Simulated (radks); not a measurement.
The neodymium ion Nd+ inside a hard spherical wall (all orbitals vanish at R), configuration held at [Xe] 4f4 6s1 and not refilled when levels cross. Method: scalar-relativistic Kohn-Sham, PBEsol, spin-unpolarised, spherical densities, point nucleus; computed with a radial shooting solver on a logarithmic mesh with Libxc functionals. Eigenvalues in eV, with the zero of energy where the potential of the charges vanishes at infinity; a dash marks a level that is unbound or too diffuse for the functional's potential to be trusted. A positive occupied level is held by the wall or, in an anion where self-interaction has pushed it up, behind a barrier. The pressure on the wall is -dE/dV.

R (bohr)  E (hartree)  kinetic (hartree)    e(5s)    e(5p)   e(6s)   e(4f)  e(5d, empty)  e(6p, empty)  pressure (GPa)
free       -9620.2548          10238.835  -46.475  -28.069  -8.198  -7.696        -7.327        -5.209               0
10         -9620.2542          10238.841  -46.439  -28.034  -8.163  -7.661        -7.296        -5.077          0.0165
8          -9620.2488          10238.883  -46.254  -27.854  -7.925  -7.478        -7.125        -4.493           0.242
7          -9620.2370          10238.953  -45.992  -27.603  -7.481  -7.214        -6.857        -3.602           0.912
4          -9619.7215          10241.247  -41.987  -23.739   5.866  -2.603        -0.946        15.798             106
3.5        -9619.1560          10243.724  -39.127  -20.712  17.114   0.935         3.793        30.022             322
2.5        -9613.9617          10263.988  -20.829    0.666  88.808  21.584        34.453        112.33            4650
2          -9602.1352          10304.475   12.808   40.683  205.55  50.680        86.799        238.67           24200
1.5        -9556.2741          10449.004   132.31   176.62  536.54  124.35        244.76        583.59          188000
